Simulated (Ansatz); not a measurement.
`PP` + `F[SiH2][SiH3]` → `F[SiH]([SiH3])P` + PH₃ at 298.15 K and 1 bar (formal exchange of groups at a P–P bond).

Isolated molecules relaxed with PBE0-D4/def2-TZVP in Ansatz; ΔE leaves out vibrations. CBS: MP2 limit from def2 TZ/QZ plus the TZ coupled-cluster correction, frozen cores. This one scheme is used for every species. One conformer a species, not always the lowest.

| species | CCSD(T)/CBS energy (Eh) | H − E (kJ/mol) | S (J/(mol·K)) |
| --- | --- | --- | --- |
| `PP` | -684.26248 | 105.7 | 273.8 |
| `F[SiH2][SiH3]` | -681.00067 | 133.6 | 311.5 |
| `F[SiH]([SiH3])P` | -1022.55000 | 165.7 | 364.3 |
| PH₃ | -342.72256 | 73.1 | 210.2 |

H − E and S are ideal-gas, rigid-rotor, harmonic terms from PBE0-D4/def2-TZVP, for one conformer and one mirror image of each species. 1 Eh = 2625.50 kJ/mol, R = 8.31446 J/(mol·K).

Q: By hand: ΔE, ΔH, ΔS and ΔG.

A: ΔE = (-1022.55000) + (-342.72256) − (-684.26248) − (-681.00067) = -0.00941 Eh = -24.7 kJ/mol. Δ(H − E) = 165.7 + 73.1 − 105.7 − 133.6 = -0.5, so ΔH = -25.2 kJ/mol. ΔS = 364.3 + 210.2 − 273.8 − 311.5 = -10.8 J/(mol·K). ΔG = -25.2 − 298.15 × (-10.8)/1000 = -22.0 kJ/mol.

Q: By hand: the equilibrium constant, and the temperature at which ΔG would vanish if ΔH and ΔS stayed fixed.

A: log₁₀ K = −ΔG/(RT ln 10) = 3.9. ΔG = 0 at ΔH/ΔS = 2333 K, though so small a ΔS makes that figure unsure.

The number of gas molecules stays the same, so ΔS is small and ΔH decides. A doubt of 5 kJ/mol in ΔE shifts log₁₀ K by 0.9 here. Other conformers and mirror images would add mixing entropy, several J/(mol·K) or more a flexible species. These are equilibria of isolated gas molecules and say nothing of rates. Largest T1 diagnostic: 0.014 (customary marks: 0.02 for closed shells, 0.045 for open ones).
